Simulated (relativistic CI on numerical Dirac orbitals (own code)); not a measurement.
# Zn¹⁸⁺: sensitivity of the levels to the model

Base calculation: Dirac-Coulomb-Breit CI, KLI orbitals optimised for each configuration, QED by a radiative potential, unscaled Slater integrals.

Configurations in the expansion (outside the closed core [Ne]): 3s², 3s3p, 3p², 3s3d, 3d², 3p3d, 3p4s, 3d4s, 3s4s, 3s4p, 3s4d, 3s4f, 3s5s, 3s5p, 3s5d, 4s². Levels of other configurations are missing.

Variants: (1) QED terms removed. Shifts of the energy above 3s² ¹S0, in cm⁻¹, for the lowest level and the first level of each name with at least 55 % of one term (blank where a level changes its place among those of its configuration and J or its character, or is not in the variant):

| Level | Base | Δ(1) |
| --- | --- | --- |
| 3s² ¹S0 | 0 | 0 |
| 3s3p ³P°0 | 293978 | +1215 |
| 3s3p ³P°1 | 305164 | +1195 |
| 3s3p ³P°2 | 335286 | +1122 |
| 3s3p ¹P°1 | 458372 | +1178 |
| 3p² ³P0 | 704344 | +2457 |
| 3p² ¹D2 | 721828 | +2202 |
| 3p² ³P1 | 728136 | +2392 |
| 3p² ³P2 | 764456 | +2235 |
| 3p² ¹S0 | 861468 | +2281 |
| 3s3d ³D1 | 870134 | +1196 |
| 3s3d ³D2 | 872626 | +1187 |
| 3s3d ³D3 | 876562 | +1170 |
| 3s3d ¹D2 | 983011 | +1446 |
| 3p3d ³F°2 | 1184363 | +2463 |
| 3p3d ³F°3 | 1205155 | +2413 |
| 3p3d ¹D°2 | 1220890 | +2399 |
| 3p3d ³F°4 | 1230491 | +2346 |
| 3p3d ³D°1 | 1257461 | +2442 |
| 3p3d ³D°3 | 1283958 | +2367 |
| 3p3d ³P°0 | 1286801 | +2368 |
| 3p3d ³P°1 | 1287175 | +2367 |

At this charge energies of transitions that change n are usually good to better than 1 %, and those within a shell (Δn = 0) to a few per cent.

Ionisation energy from the two ground configurations alone: base 693.338 eV; QED terms removed 693.48 eV. The NIST ASD value (semi-empirical) is 697.5 eV.

LS names give the leading component of a level, which can be under half, so a name can repeat, a term be missing and a line seem to break the LS rules.
